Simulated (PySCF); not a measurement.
(Z)-1,2-difluoro-1-methoxyethene (C3H4F2O), SMILES CO/C(=C/F)F.

The structure is a stationary point at PBE0-D3(BJ)/def2-SVP. Other conformers were not sampled.

Two levels are set side by side: PBE/def2-TZVP (PySCF) and ωB97X/def2-TZVP (PySCF). Same geometry, gas phase. Differences are taken from unrounded values.

```
quantity                     ωB97X
---------------------------  -----
orbital gap (eV)             12.28
highest occupied level (eV)  -9.26
lowest empty level (eV)       3.02
dipole moment (D)             2.64
mean polarisability (bohr³)   42.5
```

What does PBE give, and how far is it from ωB97X? (Estimate from the structure and the level; the computed values follow.)


| quantity | PBE | PBE minus ωB97X |
|---|---|---|
| orbital gap (eV) | 5.32 | -6.96 |
| highest occupied level (eV) | -5.57 | 3.69 |
| lowest empty level (eV) | -0.24 | -3.27 |
| dipole moment (D) | 2.43 | -0.20 |
| mean polarisability (bohr³) | 44.4 | 1.9 |

PBE's occupied levels lie high since its potential decays too fast outside the molecule; exact exchange lowers them and widens the gap. PBE's more diffuse valence density responds more strongly to a field. Differences between two approximate levels are no errors against the true value.

Rough cost on one machine, each run with all the roots and properties that it gave: ωB97X against PBE within a factor of 2.
